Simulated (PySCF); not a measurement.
## Telling isomers of C4H16OSi3 apart by NMR

PySCF calculation with shielding tensors at PBE0/pcSseg-1 (GIAO) and GFN2-xTB structure; gas phase, non-relativistic, averaged over atoms made equivalent by symmetry, fast rotation or ring inversion, one computed conformer.

Chemical shifts δ = σref − σ; 1H (31.72 ppm), 13C (186.93 ppm) against TMS, all at this level. Where no couplings were computed, multiplicities follow the n + 1 count of equivalent neighbours, and m marks all less simple cases (inequivalent or close neighbours, rings, F or P nearby). Shifts are as computed. Against solution values, carbons near 30 ppm lie about +3 ppm off and those near 130 ppm about +5 ppm. Of 1211 compounds with measured shifts, 218 miss one by over three times the rms of a fit or turn the order of signals round; such compounds aren't used in these exercises.

(1) Tabulate the signals of `CC(C)O[SiH2]C([SiH3])[SiH3]`, `CC(C)OC([SiH3])([SiH3])[SiH3]` and their relative energies.

(2) What is the quickest way to tell CC(C)O[SiH2]C([SiH3])[SiH3] from CC(C)OC([SiH3])([SiH3])[SiH3]?

Answers

(1) 
```tsv
SMILES	carbon types	δC	δH	E rel. (kcal/mol)
CC(C)O[SiH2]C([SiH3])[SiH3]	2×CH 2×CH3	69.2, 26.8, -14.3	4.98 (d, 2H), 4.02 (d, 6H), 3.95 (sept, 1H), 1.25 (d, 6H), -0.34 (m, 1H)	0.0
CC(C)OC([SiH3])([SiH3])[SiH3]	1×C 1×CH 2×CH3	75.7, 55.6, 27.3	4.12 (s, 9H), 3.63 (sept, 1H), 1.18 (d, 6H)	49.6
```

Energies are electronic energies at PBE0/pcSseg-1 on these geometries, without zero-point or thermal terms, each for the one conformer computed, which needn't be the lowest.

(2) Both give the same number of carbon signals, but DEPT or the intensities differ. The first has an sp3 CH bonded to 3 Si at -14.3 ppm, the second a fully substituted sp3 carbon bonded to O and 3 Si (C) at 55.6 ppm. Their most deshielded carbons lie at 69.2 and 75.7 ppm. In the proton spectra the most deshielded non-exchanging signals are 4.98 (d, 2H) and 4.12 (s, 9H).
